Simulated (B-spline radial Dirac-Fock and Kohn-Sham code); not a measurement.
Muonic isotope shifts in cadmium

Level of theory: the Dirac equation of a negative muon with reduced mass in the field of a spherical finite nucleus, with the Uehling potential to all orders; nuclear polarisation, deformation, hyperfine structure, self-energy, higher-order vacuum polarisation, relativistic recoil and electron screening are left out; an atomic code on a B-spline grid. Nuclear charge: Fermi distribution (skin thickness 2.3 fm); radii from Angeli and Marinova (2013). Reference ¹¹¹Cd, radius 4.5845 fm: 2p3/2 → 1s1/2 3273 keV, 3d5/2 → 2p3/2 906.1 keV.

```tsv
A	radius (fm)	δ⟨r²⟩ (fm²)	shift 2p3/2 → 1s (keV)	shift 3d5/2 → 2p3/2 (keV)
102	4.481	-0.938	+37.38	+0.59
103	4.4951	-0.812	+32.25	+0.51
104	4.5122	-0.658	+26.04	+0.41
105	4.5216	-0.573	+22.65	+0.36
106	4.5383	-0.421	+16.60	+0.26
107	4.5466	-0.346	+13.62	+0.21
108	4.5577	-0.245	+9.62	+0.15
109	4.5601	-0.223	+8.77	+0.14
110	4.5765	-0.073	+2.87	+0.04
112	4.5944	+0.091	-3.55	-0.06
113	4.6012	+0.153	-5.97	-0.09
114	4.6087	+0.222	-8.65	-0.14
115	4.6114	+0.247	-9.60	-0.15
116	4.6203	+0.330	-12.78	-0.20
117	4.6136	+0.268	-10.36	-0.15
118	4.6246	+0.369	-14.29	-0.21
120	4.63	+0.419	-16.20	-0.24
```

Values without a named source are computed, but for edge energies of neutral atoms, which are taken from tables.
